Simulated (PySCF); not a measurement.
## Ni²⁺: excitation energy

Ni²⁺ [Ar] 3d8 (3F) → Ni²⁺ [Ar] 3d7 4p1 (high-spin determinant), as a difference of total energies. Computed with PySCF 2.14 in x2c-TZVPPall with one added diffuse shell each of s, p, d, f type (7s6p5d3f1g, 80 functions), with the spin-free X2C one-electron Hamiltonian (Gaussian nucleus). Correlated levels: valence: [Ar] frozen. The calculations carry no spin-orbit coupling.

| method | excitation energy (cm⁻¹) |
| --- | --- |
| UHF | 96006 |
| MP2 (valence) | 110390 |
| SCS-MP2 (valence) | 111120 |
| CCSD (valence) | 107780 |
| CCSD(T) (valence) | 108200 |

The determinant of the upper state mixes LS terms, which raises its energy above the lowest term, most at the Hartree-Fock and MP2 levels.
